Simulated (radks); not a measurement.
Correlation energies from several functionals, in hartree. Species: Re [Xe] 4f14 5d5 6s2; C3+ [He] 2s1; Ga2+ [Ar] 3d10 4s1; N4+ [He] 2s1; N4+ [He] 2s1. Calculated with a radial shooting solver on a logarithmic mesh with Libxc functionals: non-relativistic Kohn-Sham, LDA (Slater exchange, Perdew-Wang correlation), spin-polarised, spherical densities, point nucleus. Every spin shell is full or empty, so the densities are truly spherical. Functionals are evaluated on that one density, not self-consistently.

functional	Re	C3+	Ga2+	N4+	N4+
PW92	-7.6682	-0.20279	-2.6617	-0.21435	-0.21435
PZ	-7.6681	-0.20197	-2.6570	-0.21354	-0.21354
Wigner	-3.9498	-0.11268	-1.5312	-0.11384	-0.11384
Chachiyo	-7.5778	-0.19918	-2.6220	-0.21072	-0.21072
PBEsol	-5.0208	-0.072632	-1.6056	-0.073729	-0.073729
LYP	-3.9935	-0.071251	-1.4187	-0.074459	-0.074459
P86	-5.0391	-0.061154	-1.5892	-0.065564	-0.065564
PW91	-4.8061	-0.067482	-1.5249	-0.069453	-0.069453
AM05	-7.2160	-0.17745	-2.4550	-0.18761	-0.18761
OP (B88)	-3.9002	-0.075863	-1.3728	-0.078147	-0.078147
TPSS	-4.4719	-0.054445	-1.4041	-0.055099	-0.055099
SCAN	-4.5397	-0.054703	-1.4131	-0.055980	-0.055980
